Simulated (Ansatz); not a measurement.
Stepwise reaction of `S[SiH2]Cl` with methanol, as a gas-phase model of exchange steps in deposition or etching. ΔE in kJ/mol.

Computed with Ansatz on PBE0-D4/def2-TZVP structures; ΔE is electronic, products minus reactants. CCSD(T)/CBS is the MP2 limit (def2-TZVPP, def2-QZVPP) plus CCSD(T) − MP2 in def2-TZVPP, frozen cores. This one scheme is used for every species. Functionals use def2-TZVPP. B3LYP here is the variant with VWN-RPA as its local correlation; programs differ in this. One conformer a species, not always the lowest.

```csv
step,reaction,PBE-D4,B3LYP-D4,ωB97M-V,CCSD(T)/CBS
2,`CO[SiH](S)Cl` + CH₃OH → `CO[Si](S)(Cl)OC` + H₂,-93.8,-103.5,-102.4,-101.5
```

(1) Give the row of step 1, `S[SiH2]Cl` + CH₃OH → `CO[SiH](S)Cl` + H₂. (Best estimate.)

(2) By hand: ΔE of the 2 steps together at CCSD(T)/CBS.

## Answers

(1) Ansatz gave: 
| step | reaction | PBE-D4 | B3LYP-D4 | ωB97M-V | CCSD(T)/CBS |
| --- | --- | --- | --- | --- | --- |
| 1 | `S[SiH2]Cl` + CH₃OH → `CO[SiH](S)Cl` + H₂ | -81.3 | -89.0 | -88.4 | -88.0 |

(2) (-88.0) + (-101.5) = -189.5 kJ/mol, or -94.8 kJ/mol a step.

In ΔE each step is lower than the one before. All are downhill at CCSD(T)/CBS. PBE-D4 differs from CCSD(T)/CBS by 6.7 to 7.7 kJ/mol a step. Isolated molecules leave out the surface, adducts and barriers. Largest T1 diagnostic: 0.011.
